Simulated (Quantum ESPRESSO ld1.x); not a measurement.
The numbers below are computed, except where a source is named.
Problem. Ag2+, configuration [Kr] 4d8.5 5s0.5 (fractional occupations, a model configuration). Code: ld1.x of Quantum ESPRESSO 7.5. Model: Dirac Kohn-Sham, PBEsol, spin-unpolarised, spherical densities, point nucleus; open shells fill j = l - 1/2 first.

Spin-orbit splittings of the eigenvalues, e(l+1/2) - e(l-1/2), with zeta = 2 splitting/(2l+1) and mean radii in bohr:

| shell | occ. | splitting (eV) | zeta (eV) | <r> j=l-1/2 | <r> j=l+1/2 |
|---|---|---|---|---|---|
| 2p | 6 | 175.2 | 116.8 | 0.1141 | 0.1192 |
| 3p | 6 | 30.92 | 20.61 | 0.3602 | 0.3711 |
| 3d | 10 | 6.230 | 2.492 | 0.3438 | 0.3473 |
| 4p | 6 | ? | ? | 0.9714 | 1.002 |
| 4d | 8.5 | 0.6374 | 0.2550 | 1.280 | 1.295 |

Estimate the 4p splitting.

Solution. 5.192 eV (zeta = 3.461 eV).
